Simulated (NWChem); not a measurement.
System: C₂H₆AlClO; SMILES [Cl][Al]([CH3])[O]C

NWChem input:

```
start job
memory heap 200 mb stack 900 mb global 1100 mb
geometry units angstroms
  Al     0.188358     0.336814     0.082966
  Cl    -0.400935    -0.810259     1.659036
  C      1.149812     2.068102     0.293414
  H      2.114319     2.046135    -0.215257
  H      1.326855     2.311361     1.340362
  H      0.584201     2.887878    -0.151141
  O     -0.152538    -0.205889    -1.439153
  C     -0.405140    -0.591712    -2.758415
  H      0.211116    -1.455546    -3.017860
  H     -1.457839    -0.859987    -2.873629
  H     -0.170721     0.229180    -3.440503
end
basis spherical
  * library def2-svp
end
dft
  xc xpbe96 cpbe96
  disp vdw 4
  iterations 150
end
driver
  maxiter 120
end
task dft optimize
task dft freq
```

The optimisation ended at a saddle point (imaginary frequency).

The level has its own optimisation; frequencies are unscaled. Brackets give each atom's bonded neighbours.

Q: Predict the main results of this run. (PBE-D3(BJ)/def2-SVP.) Quantities: r Al–Cl (Å); r Al–C (Å); r Al–O (Å); r C–H [C(AlHHH)–H(C)] (Å); highest harmonic frequency (cm⁻¹); lowest (cm⁻¹); zero-point energy (kcal/mol); dipole (D).

A: 
```json
{
 "r Al–Cl (Å)": "2.126",
 "r Al–C (Å)": "1.943",
 "r Al–O (Å)": "1.709",
 "r C–H [C(AlHHH)–H(C)] (Å)": "1.109",
 "highest harmonic frequency (cm⁻¹)": "3092",
 "lowest (cm⁻¹)": "-48",
 "zero-point energy (kcal/mol)": "48.3",
 "dipole (D)": "1.06"
}
```
